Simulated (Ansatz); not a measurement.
Consider the homolysis of the Si–Si bond: `C[SiH](O)[SiH](O)O` → `C[SiH]O`• + `O[SiH]O`•.

Calculated with Ansatz (gas phase, PBE0-D4/def2-TZVP geometries, no zero-point term in ΔE). CBS: MP2 limit from def2 TZ/QZ plus the TZ coupled-cluster correction, frozen cores. DFT in def2-TZVPP. B3LYP here is the variant with VWN-RPA as its local correlation; programs differ in this. No spin–orbit coupling; open shells (•) take unrestricted orbitals. One conformer a species, not always the lowest.

(1) What is ΔE at CCSD(T)/CBS? (An estimate is asked.)

(2) What do these levels give: PBE-D4, ωB97X-V, ωB97M-V, B2PLYP, r2SCAN, B3LYP, MP2/def2-TZVPP, SCS-MP2/def2-TZVPP, CCSD/def2-TZVPP, MP2/def2-QZVPP, MP2/CBS(def2), CCSD/CBS(def2)? (Best estimate.)

Largest T1 diagnostic among the species: 0.015.

Results:

(1) Ansatz gave: +339.0 kJ/mol.

(2) The calculation gave: PBE-D4 313.8, ωB97X-V 341.1, ωB97M-V 340.7, B2PLYP 314.7, r2SCAN 302.3, B3LYP 300.2, MP2/def2-TZVPP 329.9, SCS-MP2/def2-TZVPP 332.3, CCSD/def2-TZVPP 325.2, MP2/def2-QZVPP 333.6, MP2/CBS(def2) 338.2, CCSD/CBS(def2) 333.4 kJ/mol.

The D4 term adds +17.5 kJ/mol with B3LYP and +10.1 kJ/mol with PBE0; it sums over pairs of atoms, weighted by their polarisabilities, and B3LYP, whose exchange is more repulsive, gets the larger term. In def2-TZVPP, CCSD(T) changes the Hartree–Fock value by +87.2 kJ/mol (the triples alone add +5.6 kJ/mol) and MP2 by +86.4 kJ/mol; breaking electron pairs costs correlation energy, which Hartree–Fock lacks.
